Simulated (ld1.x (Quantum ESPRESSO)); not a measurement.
**Logarithmic derivatives: B (Z = 5), PAW**

boron (B), PAW, made with ld1.x (Quantum ESPRESSO) 7.5 (PBE, non-relativistic). Core [He], reference 2s2 2p1. Waves: 2s (bound): rcut 1.05, rcutus 1.40 bohr; 2s channel at -0.2 Ry: rcut 1.05, rcutus 1.40 bohr; 2p (bound): rcut 2.90, rcutus 3.15 bohr; 2p channel at 0.45 Ry: rcut 2.90, rcutus 3.15 bohr; 3d channel at 0.05 Ry: rcut 2.65, rcutus 2.90 bohr. Local part: all-electron potential smoothed inside 2.05 bohr (lloc = -2). Core correction: Bessel-smoothed model core, default radius (core density twice the valence density). Augmentation charge: BESSEL, radius 1.10 bohr.

The phase is arctan(r·u′/u) with u = r·R(r), unwrapped; energies in Ry, scanned from -3 to 5 Ry. A pole is an energy at which the radial function vanishes at the test radius. The pseudo phase is shifted by a multiple of π to meet the all-electron one at the reference energy, and phase errors are pseudo minus all-electron; the curves can meet again beyond the range given. Levels narrower than the energy grid can be missing from the lists of poles.

```
channel  radius (bohr)  reference energy (Ry)  poles, all-electron  poles, pseudo  unbroken range about the reference energy with phases within 0.05 rad  phase error 1 Ry above the reference energy (rad)
      s           3.39                  -0.69          -0.52, 2.72    -0.52, 2.72                                                        the whole range                                             -0.000
      p           3.39                  -0.27          -0.03, 2.70    -0.03, 2.64                                                              below 4.5                                             -0.001
      d           3.39                   0.05                 1.80           1.86                                                              below 2.6                                             +0.011
```

Phases in the p channel:

| E (Ry) | all-electron | pseudo |
| --- | --- | --- |
| -3.00 | 1.396 | 1.395 |
| -2.52 | 1.378 | 1.378 |
| -2.04 | 1.354 | 1.354 |
| -1.56 | 1.317 | 1.317 |
| -1.08 | 1.246 | 1.246 |
| -0.60 | 0.994 | 0.994 |
| -0.12 | -1.448 | -1.448 |
| 0.36 | -1.825 | -1.825 |
| 0.84 | -2.237 | -2.238 |
| 1.32 | -3.876 | -3.895 |
| 1.80 | -4.481 | -4.491 |
| 2.28 | -4.638 | -4.647 |
| 2.76 | -4.721 | -4.730 |
| 3.24 | -4.789 | -4.800 |
| 3.72 | -4.872 | -4.885 |
| 4.20 | -5.042 | -5.046 |
| 4.68 | -5.914 | -5.673 |
